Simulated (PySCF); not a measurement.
Start geometry of `NC(=O)[C@@H]1CC=CC(=O)C1` from GFN2-xTB (Å):
```
atom  x, y, z in Å
N1    -2.771    0.612   -0.593
C2    -1.912   -0.187    0.079
O3    -2.252   -0.859    1.024
C4    -0.479   -0.136   -0.447
C5     0.283   -1.398   -0.046
C6     1.747   -1.256   -0.269
C7     2.361   -0.083   -0.423
C8     1.653    1.197   -0.331
O9     2.170    2.261   -0.583
C10    0.218    1.090    0.152
H11   -3.726    0.673   -0.278
H12   -2.479    1.195   -1.356
H13   -0.494   -0.043   -1.538
H14    0.093   -1.598    1.015
H15   -0.097   -2.261   -0.598
H16    2.315   -2.177   -0.308
H17    3.422   -0.022   -0.619
H18   -0.310    2.015   -0.084
H19    0.247    0.987    1.242
```

Task: What comes out of this run: PBE0-D3(BJ)/def2-SVP geometry optimisation, gas phase (PySCF 2.14.0)?

Result: 
```
atom  x, y, z in Å
N1    -2.7469    0.5314   -0.5248
C2    -1.8664   -0.2495    0.1506
O3    -2.1851   -0.9245    1.1081
C4    -0.4307   -0.1834   -0.3594
C5     0.3274   -1.4526    0.0025
C6     1.7971   -1.3252   -0.2209
C7     2.4360   -0.1483   -0.3345
C8     1.7299    1.1375   -0.1843
O9     2.2893    2.2027   -0.3288
C10    0.2705    1.0489    0.2202
H11   -3.6998    0.5861   -0.1900
H12   -2.4697    1.1023   -1.3094
H13   -0.4452   -0.0819   -1.4596
H14    0.1207   -1.6967    1.0610
H15   -0.0664   -2.3112   -0.5649
H16    2.3737   -2.2540   -0.2928
H17    3.5116   -0.0874   -0.5183
H18   -0.2212    1.9897   -0.0658
H19    0.2420    0.9949    1.3242
```

The energy falls by 1.0 kcal/mol over 5 energy and gradient evaluations, the largest force component goes from 0.0161 to 2.0e-04 Eh/bohr, and the atoms move by 0.058 Å rms after alignment. Among the bonds, C6–H16 and C7–H17 change most and about equally (+0.013 to +0.014 Å). Bonds longer at the end by more than 0.005 Å: 12 of 19; shorter: 1. Rotational constants go from 2467, 937.8, 735.9 to 2468, 921.9, 729.5 MHz. The orientation of the end geometry is arbitrary; only internal coordinates are fixed.

The run used 185 basis functions and 36 SCF cycles in all.

Stationary, but not proved a minimum. One conformer, not necessarily the lowest.
